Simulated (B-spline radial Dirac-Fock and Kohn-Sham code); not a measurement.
Fe²⁺ 3p1/2: cross section and angular parameters

System: iron as Fe²⁺, configuration [Ar] 3d6; threshold 87.15 eV (orbital energy of the model). Level of theory: Dirac-Hartree-Slater photoionisation with a Latter tail; cross sections with all multipoles, angular parameters from the dipole term and its interference with E2; a radial finite-basis atomic code.

The run's input, task.json:

```json
{"items": [{
  "Z": 26,
  "q": 2,
  "cfg": [[1, 0, 2], [2, 0, 2], [2, 1, 6], [3, 0, 2], [3, 1, 6], [3, 2, 6]],
  "A": 56,
  "rrms": 3.7377,
  "do": "xps",
  "hv": [55.9, 71.9, 77.3, 80, 148.0, 150, 288.0, 298.0, 501.0, 575.0, 600, 673.0, 829.0, 903.0, 1130.0, 1240.0, 1253.6, 1486.9, 1720.0, 1910.0, 2030.0, 2120.0, 2290.0, 2790.0, 4000, 4580.0, 5414.7, 6050.0, 8047.8, 12300.0]
}]}
```

Launch: `python xray2_run.py task.json out`

For linearly polarised light dσ/dΩ = σ/(4π) [1 + β P₂(cos θ) + (δ + γ cos²θ) sin θ cos φ], with θ from the polarisation vector and φ the angle between the beam and the projection of the electron momentum on the plane normal to the polarisation.

```
hν (eV)  σ (kb)      β       γ       δ
    148     312  0.842   0.159   0.016
    150     313  0.871   0.158   0.014
    288     203  1.516  -0.002  -0.001
    298     194  1.529  -0.007  -0.001
    501       ?      ?       ?       ?
    575    66.8  1.621   0.032   0.004
    600    61.5  1.620   0.042   0.004
    673    48.9  1.614   0.074   0.005
    829    31.3  1.592   0.145   0.008
    903    25.8  1.579   0.179   0.009
   1130    15.3  1.536   0.277   0.013
   1240    12.2  1.515   0.321   0.015
 1253.6    11.9  1.512   0.326   0.015
 1486.9    7.74  1.467   0.411   0.020
   1720    5.31  1.424   0.487   0.025
   1910    4.02  1.391   0.543   0.029
   2030    3.41  1.371   0.575   0.032
   2120    3.03  1.356   0.598   0.034
   2290    2.45  1.329   0.640   0.038
   2790    1.41  1.255   0.748   0.050
   4000   0.489  1.109   0.947   0.079
   4580   0.323  1.050   1.020   0.094
 5414.7   0.192  0.977   1.107   0.114
   6050   0.135  0.928   1.162   0.129
 8047.8  0.0534  0.802   1.297   0.174
  12300  0.0128  0.623   1.483   0.261
```

Task: Give the values at 501 eV.

Result: σ = 86.4 kb, β = 1.620, γ = 0.004, δ = 0.003.

Values without a named source are computed, but for edge energies of neutral atoms, which are taken from tables.
